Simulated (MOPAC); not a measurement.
Job for MOPAC: PM6 on BFH4OSi (SMILES FBO[SiH3]), a point of a torsion scan.

```
PM6 1SCF PRECISE CHARGE=0 THREADS=1
BFH4OSi

F      1.43323603 1    -0.46550036 1    -0.87270190 1
B      1.64493484 1    -0.02976685 1     0.36713194 1
O      0.75662248 1    -0.29894783 1     1.28305036 1
Si    -0.07593473 1    -0.62667651 1     2.62937300 1
H      2.63347916 1     0.58004796 1     0.55816226 1
H      0.69453876 1    -0.15658886 1     3.78296384 1
H     -1.32805633 1     0.10650382 1     2.46885915 1
H     -0.23737844 1    -2.07852628 1     2.64718139 1
```

Output:

```
*******************************************************************************
 **                                                                           **
 **                              MOPAC v23.2.5                                **
 **                                                                           **
 *******************************************************************************
 ** MOPAC's Digital Object Identifier: https://doi.org/10.5281/zenodo.6511958 **
 **                                                                           **
 ** Please cite the open-source release paper for use of this MOPAC version:  **
 ** J. E. Moussa and J. J. P. Stewart (2026)                                  **
 ** MOPAC: An open-source semiempirical molecular orbital program             **
 ** J. Open Source Softw., 11(119), 8025, https://doi.org/10.21105/joss.08025 **
 *******************************************************************************

                              PM6 CALCULATION RESULTS

 *******************************************************************************
 *  PM6        - The PM6 Hamiltonian to be used
 *
 *
 *
 *                 CHARGE ON SYSTEM = 0
 *
 *
 *
 *  PRECISE    - TIGHTER CRITERIA TO BE USED
 *  1SCF       - DO 1 SCF AND THEN STOP
 *  THREADS=1  - MULTI-THREADING NOT USED
 *  T=         - A TIME OF 172800.0 SECONDS REQUESTED
 *  DUMP=N     - RESTART FILE WRITTEN EVERY 7200.0 SECONDS REQUESTED
 *******************************************************************************
PM6 1SCF PRECISE CHARGE=0 THREADS=1
 BFH4OSi

   ATOM   CHEMICAL          X               Y               Z
  NUMBER   SYMBOL      (ANGSTROMS)     (ANGSTROMS)     (ANGSTROMS)

     1       F          1.43323603  *  -0.46550036  *  -0.87270190  *
     2       B          1.64493484  *  -0.02976685  *   0.36713194  *
     3       O          0.75662248  *  -0.29894783  *   1.28305036  *
     4      Si         -0.07593473  *  -0.62667651  *   2.62937300  *
     5       H          2.63347916  *   0.58004796  *   0.55816226  *
     6       H          0.69453876  *  -0.15658886  *   3.78296384  *
     7       H         -1.32805633  *   0.10650382  *   2.46885915  *
     8       H         -0.23737844  *  -2.07852628  *   2.64718139  *



          CARTESIAN COORDINATES

    NO.       ATOM           X           Y           Z

     1         F          1.4332     -0.4655     -0.8727
     2         B          1.6449     -0.0298      0.3671
     3         O          0.7566     -0.2989      1.2831
     4        Si         -0.0759     -0.6267      2.6294
     5         H          2.6335      0.5800      0.5582
     6         H          0.6945     -0.1566      3.7830
     7         H         -1.3281      0.1065      2.4689
     8         H         -0.2374     -2.0785      2.6472

 General Reference for PM6:
 "Optimization of Parameters for Semiempirical Methods V: Modification of NDDO Approximations
 and Application to 70 Elements", J. J. P. Stewart, J. Mol. Mod., 13, 1173-1213 (2007)
 URL: https://link.springer.com/article/10.1007/s00894-007-0233-4

           Empirical Formula: H4 O F B Si  =     8 atoms



      MOLECULAR POINT GROUP   :   C1


      RHF CALCULATION, NO. OF DOUBLY OCCUPIED LEVELS = 12


 -------------------------------------------------------------------------------
 PM6 1SCF PRECISE CHARGE=0 THREADS=1
 BFH4OSi



     1SCF WAS SPECIFIED, SO BFGS WAS NOT USED
     SCF FIELD WAS ACHIEVED


                              PM6 CALCULATION
                                                       MOPAC v23.2.5 Linux




          FINAL HEAT OF FORMATION =       -182.92091 KCAL/MOL =    -765.34111 KJ/MOL


          COSMO AREA              =        117.82 SQUARE ANGSTROMS
          COSMO VOLUME            =        104.29 CUBIC ANGSTROMS

          IONIZATION POTENTIAL    =         11.252489 EV
          HOMO LUMO ENERGIES (EV) =        -11.252 -0.238
          NO. OF FILLED LEVELS    =         12
          MOLECULAR WEIGHT        =         77.9249         POINT GROUP:  C1

          MOLECULAR DIMENSIONS (Angstroms)

            Atom       Atom       Distance
            H     6    F     1     4.72402
            H     5    H     8     3.77186
            H     5    H     7     2.27545


          SCF CALCULATIONS        =          1





   ATOM   CHEMICAL          X               Y               Z
  NUMBER   SYMBOL      (ANGSTROMS)     (ANGSTROMS)     (ANGSTROMS)

     1       F          1.43323603  *  -0.46550036  *  -0.87270190  *
     2       B          1.64493484  *  -0.02976685  *   0.36713194  *
     3       O          0.75662248  *  -0.29894783  *   1.28305036  *
     4      Si         -0.07593473  *  -0.62667651  *   2.62937300  *
     5       H          2.63347916  *   0.58004796  *   0.55816226  *
     6       H          0.69453876  *  -0.15658886  *   3.78296384  *
     7       H         -1.32805633  *   0.10650382  *   2.46885915  *
     8       H         -0.23737844  *  -2.07852628  *   2.64718139  *

                             CARTESIAN COORDINATES

   1    F        1.433236030    -0.465500360    -0.872701900
   2    B        1.644934840    -0.029766850     0.367131940
   3    O        0.756622480    -0.298947830     1.283050360
   4   Si       -0.075934730    -0.626676510     2.629373000
   5    H        2.633479160     0.580047960     0.558162260
   6    H        0.694538760    -0.156588860     3.782963840
   7    H       -1.328056330     0.106503820     2.468859150
   8    H       -0.237378440    -2.078526280     2.647181390


           Empirical Formula: H4 O F B Si  =     8 atoms



      MOLECULAR POINT GROUP   :   C1


                  EIGENVALUES
 -40.58624 -30.90328 -21.75721 -17.63484 -16.84748 -16.39522 -16.25229 -14.85948
 -14.57318 -12.20828 -11.40412 -11.25249  -0.23818   0.60215   0.75544   0.78845
   1.74768   1.84054   2.29962   3.07966   4.42141   4.62247   4.67951   4.90299
   5.58924


              NET ATOMIC CHARGES AND DIPOLE CONTRIBUTIONS

  ATOM NO.   TYPE          CHARGE      No. of ELECS.   s-Pop       p-Pop       d-Pop
    1          F          -0.301177        7.3012     1.94904     5.35214
    2          B           0.474576        2.5254     0.98889     1.53654
    3          O          -0.478971        6.4790     1.56494     4.91403
    4         Si           0.322782        3.6772     1.15985     1.64993     0.86743
    5          H           0.046054        0.9539     0.95395
    6          H          -0.024957        1.0250     1.02496
    7          H          -0.018428        1.0184     1.01843
    8          H          -0.019879        1.0199     1.01988
 DIPOLE           X         Y         Z       TOTAL
 POINT-CHG.     0.457     0.658     2.423     2.552
 HYBRID        -0.139    -0.195    -0.730     0.768
 SUM            0.318     0.462     1.693     1.784


          ATOMIC ORBITAL ELECTRON POPULATIONS

     Atom    s        px        py        pz      x^2-y^2     xz        z^2       yz        xy
    1  F   1.94904   1.95087   1.87900   1.52227
    2  B   0.98889   0.61617   0.38247   0.53790
    3  O   1.56494   1.62781   1.72074   1.56549
    4 Si   1.15985   0.55890   0.66451   0.42652   0.19490   0.17839   0.24867   0.10043   0.14505
    5  H   0.95395
    6  H   1.02496
    7  H   1.01843
    8  H   1.01988

 **********************
 *                    *
 * JOB ENDED NORMALLY *
 *                    *
 **********************




 == MOPAC DONE ==
```

The run finished.

Cost: very roughly 0.03 core-seconds.
